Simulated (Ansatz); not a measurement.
def2 core potentials replace the inner electrons of Sn.

Species: C7H16O3Sn, SMILES `C=CC[CH2][Sn]([O]C)([O]C)[O]C` with one electron removed (charge 1, multiplicity 2).

Problem. Give a relaxed geometry from Ansatz (an electronic-structure program) with PBE0-D3(BJ)/def2-SVP.

Solution. This is not unique; one that fits is the end point of this relaxation, one of several conformers (outside a Z-matrix the atoms follow the SMILES, hydrogens last).
Bonds (Å): C1–C2 1.343, C1–H12 1.096, C1–H13 1.094, C2–C3 1.501, C2–H14 1.098, C3–C4 1.530, C3–H15 1.101, C3–H16 1.103, C4–Sn5 2.143, C4–H17 1.100, C4–H18 1.101, Sn5–O6 2.023, Sn5–O8 1.949, Sn5–O10 2.085, O6–C7 1.383, C7–H19 1.102, C7–H20 1.104, C7–H21 1.118, O8–C9 1.414, C9–H22 1.103, C9–H23 1.100, C9–H24 1.103, O10–C11 1.370, C11–H25 1.102, C11–H26 1.106, C11–H27 1.123. Bond angles (°): C2–C1–H12 121.4, C2–C1–H13 121.4, H12–C1–H13 117.1, C1–C2–C3 123.7, C1–C2–H14 119.2, C3–C2–H14 116.9, C2–C3–C4 109.8, C2–C3–H15 110.1, C2–C3–H16 110.9, C4–C3–H15 110.0, C4–C3–H16 108.9, H15–C3–H16 107.2, C3–C4–Sn5 104.6, C3–C4–H17 115.0, C3–C4–H18 113.3, Sn5–C4–H17 108.6, Sn5–C4–H18 105.9, H17–C4–H18 108.9, C4–Sn5–O6 114.5, C4–Sn5–O8 136.9, C4–Sn5–O10 109.6, O6–Sn5–O8 104.1, O6–Sn5–O10 78.1, O8–Sn5–O10 96.1, Sn5–O6–C7 124.4, O6–C7–H19 113.8, O6–C7–H20 108.4, O6–C7–H21 110.5, H19–C7–H20 111.1, H19–C7–H21 107.8, H20–C7–H21 104.9, Sn5–O8–C9 126.5, O8–C9–H22 112.3, O8–C9–H23 107.2, O8–C9–H24 112.5, H22–C9–H23 108.0, H22–C9–H24 108.8, H23–C9–H24 107.9, Sn5–O10–C11 124.7, O10–C11–H25 114.0, O10–C11–H26 108.8, O10–C11–H27 109.1, H25–C11–H26 112.7, H25–C11–H27 108.0, H26–C11–H27 103.8.
